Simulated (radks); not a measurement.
Coherent X-ray form factor from a spherical all-electron density. Method: Dirac Kohn-Sham, PBE, spin-unpolarised, spherical densities, finite nucleus; Fermi nuclear charge, rms radius of each element as measured or else 0.836 A^(1/3) + 0.57 fm; computed with a radial shooting solver on a logarithmic mesh with Libxc functionals.

sin(theta)/lambda (1/angstrom)  f0 (electrons)
0.05                                    19.697
0.1                                     18.851
0.15                                    17.616
0.2                                     16.176
0.25                                    14.688
0.3                                     13.265
0.4                                     10.861
0.5                                      9.146
0.6                                      8.006
0.8                                      6.673
1                                        5.743
1.25                                     4.647
1.5                                      3.655
2                                        2.294

The species is in the configuration that NIST lists as its ground one. Which atom or ion scatters so?

Answer. The titanium ion Ti2+, [Ar] 3d2. Extrapolating in s^2 from the first two rows gives f0(0) = 20.0, near the electron count 20; among species with that count, the fall with angle is slower the higher Z, and the table is that of Z = 22; from so few rows the species is fixed only to a neighbour or two.
